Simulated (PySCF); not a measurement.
# Magnetisability: SMILES O=[P@@]1(P)C=C([SiH3])CC1, C4H10OP2Si

Geometry:
| atom | x (Å) | y (Å) | z (Å) |
| --- | --- | --- | --- |
| O1 | -2.576 | -1.784 | 0.310 |
| P2 | -1.709 | -0.632 | 0.019 |
| P3 | -2.866 | 1.220 | -0.143 |
| C4 | -0.249 | -0.364 | 1.067 |
| C5 | 0.838 | -0.095 | 0.350 |
| Si6 | 2.553 | 0.234 | 1.062 |
| C7 | 0.635 | -0.024 | -1.143 |
| C8 | -0.671 | -0.728 | -1.504 |
| H9 | -1.770 | 2.033 | 0.131 |
| H10 | -3.220 | 1.123 | 1.199 |
| H11 | -0.290 | -0.434 | 2.141 |
| H12 | 3.472 | -0.762 | 0.510 |
| H13 | 2.962 | 1.576 | 0.637 |
| H14 | 2.489 | 0.153 | 2.519 |
| H15 | 1.487 | -0.462 | -1.668 |
| H16 | 0.589 | 1.032 | -1.428 |
| H17 | -1.171 | -0.287 | -2.368 |
| H18 | -0.512 | -1.791 | -1.702 |

Computed, not measured: GIAO CAM-B3LYP/pcSseg-1 magnetisability, rotational g tensor and spin-rotation constants, non-relativistic, gas phase in PySCF. Geometry: GFN2-xTB.

(1) What are the magnetisability and the molar susceptibility?

(2) Split it along the inertial axes a, b, c into diamagnetic and paramagnetic parts about the centre of mass, with the quadrupole moment.

(3) And the rotational g tensor?

Answers

(1) Isotropic -1558 × 10⁻³⁰ J/T², or -93.8 × 10⁻⁶ cm³/mol; principal values -1740, -1546, -1390 × 10⁻³⁰ J/T², anisotropy 303 × 10⁻³⁰ J/T² (root of half the summed squared differences of the principal values). The susceptibility is in cgs units.

(2) 
| axis | χ (10⁻⁶ cm³/mol) | diamagnetic (10⁻⁶ cm³/mol) | paramagnetic (10⁻⁶ cm³/mol) | summed x² of all electrons (Å²) | quadrupole Θ (D Å) |
| --- | --- | --- | --- | --- | --- |
| a | -93.0 | -698.4 | 605.5 | 366.8 | -5.69 |
| b | -104.6 | -1878.8 | 1774.2 | 88.6 | -1.95 |
| c | -84.0 | -1931.8 | 1847.9 | 76.1 | +7.64 |

Anisotropies 2χaa − χbb − χcc = +2.6 and 2χbb − χaa − χcc = -32.2 × 10⁻⁶ cm³/mol. Θ is traceless in Buckingham's convention.

(3) 
| axis | rotational constant (GHz) | g | nuclear part | electronic part |
| --- | --- | --- | --- | --- |
| a | 2.1893 | -0.0380 | 0.5847 | -0.6227 |
| b | 0.6722 | -0.0087 | 0.5516 | -0.5603 |
| c | 0.6445 | -0.0163 | 0.5432 | -0.5595 |

Asymmetric top; isotopes 12C, 1H, 16O, 31P, 28Si; no vibrational averaging.
